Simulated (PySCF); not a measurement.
A structure optimised at PBE-D3(BJ)/def2-SVP, used in a PySCF frequency run:

```
Nb
O 1 1.9020
H 2 0.9703 1 143.65
O 1 1.9053 2 163.20 3 -5.23
H 4 0.9729 1 139.08 2 -3.71
O 1 1.9128 2 94.60 3 -129.18
H 6 0.9752 1 120.58 2 -5.95
O 1 1.9142 2 94.15 3 114.39
H 8 0.9755 1 119.76 2 -169.07
S 1 2.4682 2 85.22 3 -7.30
H 10 1.3619 1 101.66 2 -0.42
```
Charge 0, spin multiplicity 1.

**Question.** Write its SMILES and formula.

**Answer.** [OH][Nb]([OH])([OH])([OH])[SH], H₅NbO₄S

**Question.** What are its rotational constants (standard atomic weights)?

**Answer.** 2.2761, 1.5840, 1.4184 GHz
